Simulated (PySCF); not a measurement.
## Nuclear quadrupole coupling in `C#C/C=C/C(=O)C(=C)OC`

C8H8O2.
Structure used (PBE0-D3(BJ)/def2-SVP), in Å, numbered top down from 1:
```
atom  x, y, z in Å
C1     4.2340   -0.6427    0.6206
C2     3.2827    0.1057    0.5184
C3     2.1971    1.0058    0.4028
C4     0.9068    0.6345    0.2852
C5    -0.1351    1.6823    0.1765
O6     0.1330    2.8666    0.1993
C7    -1.5596    1.2214    0.0379
C8    -2.5502    2.1226   -0.0445
O9    -1.6797   -0.1202    0.0130
C10   -2.9689   -0.6555   -0.0978
H11    5.0711   -1.3105    0.7111
H12    2.4146    2.0821    0.4101
H13    0.6086   -0.4139    0.2695
H14   -3.6008    1.8523   -0.1442
H15   -2.2709    3.1757   -0.0100
H16   -2.8650   -1.7476   -0.0884
H17   -3.6070   -0.3428    0.7478
H18   -3.4541   -0.3437   -1.0397
```

Field gradients from the PBE0/pcSseg-1 density (PySCF, non-relativistic), principal values in atomic units, ordered |Vxx| ≤ |Vyy| ≤ |Vzz|:

```json
{"atom": "O6", "Vxx": "0.6109", "Vyy": "1.2355", "Vzz": "-1.8464"}
{"atom": "O9", "Vxx": "-0.3360", "Vyy": "-1.5418", "Vzz": "1.8778"}
```

Q: Find the asymmetry η = (Vxx − Vyy)/Vzz and the couplings χ = eQV/h (234.96 MHz × Q in barn × V in au), with Q(17O) = −0.0256 b.

A: 
```csv
atom,environment,nucleus,η,χzz (MHz),χxx (MHz),χyy (MHz)
O6,ketone oxygen,17O,0.34,11.11,-3.67,-7.43
O9,ether oxygen,17O,0.64,-11.29,2.02,9.27
```

Q: What is Vzz at O6 in SI units (1 au = 9.71736 × 10²¹ V/m²)?

A: -1.8464 au = -17.942 × 10²¹ V/m².

Q: What couplings would deuterons (Q(2H) = 0.00286 b) have in place of the hydrogens, at this geometry?

A: 
| atom | bonded to | bond length (Å) | Vzz (au) | η | χzz (kHz) |
| --- | --- | --- | --- | --- | --- |
| H11 | C1 | 1.075 | 0.3411 | 0.01 | 229 |
| H12 | C3 | 1.098 | 0.2859 | 0.03 | 192 |
| H13 | C4 | 1.090 | 0.3019 | 0.05 | 203 |
| H14 | C8 | 1.089 | 0.3147 | 0.07 | 211 |
| H15 | C8 | 1.090 | 0.3069 | 0.05 | 206 |
| H16 | C10 | 1.097 | 0.2889 | 0.08 | 194 |
| H17 | C10 | 1.105 | 0.2739 | 0.08 | 184 |
| H18 | C10 | 1.104 | 0.2742 | 0.08 | 184 |

Geometry: PBE0-D3(BJ)/def2-SVP, one conformer, isolated molecule. A larger basis could move these couplings by a tenth or more.

These values come from a run that also computed NMR shieldings. Hardware: one thread, Arm Neoverse V1 (shared host). Cost: 34 s wall.
